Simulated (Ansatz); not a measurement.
# One elementary step

Start structure (Si2AsH9, closed shell), relaxed at PBE0-D4/def2-TZVP:

Si1  (-0.604, 0.315, 0.301)
H2  (0.878, 0.326, 0.157)
H3  (-1.201, -0.161, -0.975)
H4  (-0.971, -0.628, 1.390)
Si5  (-1.368, 2.470, 0.798)
H6  (2.676, -2.374, -0.112)
As7  (1.398, -2.793, -0.822)
H8  (-0.768, 2.951, 2.072)
H9  (-2.849, 2.475, 0.939)
H10  (-0.991, 3.413, -0.290)
H11  (1.740, -1.961, -2.049)
H12  (2.058, -4.034, -1.407)
(Å)

The step: Si₂H₆ ([SiH3][SiH3]) + AsH₃ → Si₂AsH₇ ([SiH3][SiH2][AsH2]) + H₂; bonds formed: Si1–As7, H2–H6; bonds broken: Si1–H2, H6–As7. Program: Ansatz 0.2.0. Basis: def2-TZVPP and def2-QZVPP. Cores are frozen in the correlated methods. Filled d shells of the heavier atoms are correlated. The def2 sets are not built for correlating such inner shells, so the correlated values are less sure here. Extrapolation: Hartree–Fock as exp(−7.88 √X), correlation as X^−2.97. Energies below are by CCSD(T) at an estimated basis limit (MP2 extrapolated from triple and quadruple zeta, plus CCSD(T) − MP2 in triple zeta).

(1) What are the electronic barrier and the energy of the step, from the start structure to the end structure? (An estimate is asked for; the value comes from the calculation.)

No T1 diagnostic of these runs exceeds 0.013.

Answers

(1) By the calculation: Barrier 251.1 kJ/mol; step energy -11.4 kJ/mol (downhill); reverse barrier, their difference, 262.5 kJ/mol. Barrier and step energy count from the start structure, the reverse barrier from the end structure.

The saddle point: One imaginary mode of 1401i cm⁻¹.
```csv
pair,start (Å),saddle (Å),end (Å)
Si1–As7,3.86,2.68,2.37
H2–H6,3.26,1.06,0.75
Si1–H2,1.49,1.79,4.67
H6–As7,1.52,1.73,3.34
```

Zero-point energy (harmonic, PBE0-D4): ZPE is 187.4 kJ/mol at the start and 181.7 kJ/mol at the saddle, so the barrier goes from 251.1 to 245.4 kJ/mol.

Labels in which every atom is bracketed show which atoms are joined, not bond orders.

For scale, one of the runs: CCSD(T)/def2-TZVPP, 258 basis functions, launched by `ansatz run in.yaml --threads 8 --pin off --events-out ev --progress --plain --max-ram 19148MiB`. Time: 96 s of wall clock on 8 CPU threads of an Arm Neoverse V1; the host was shared. Peak host memory: 5.4 GiB.
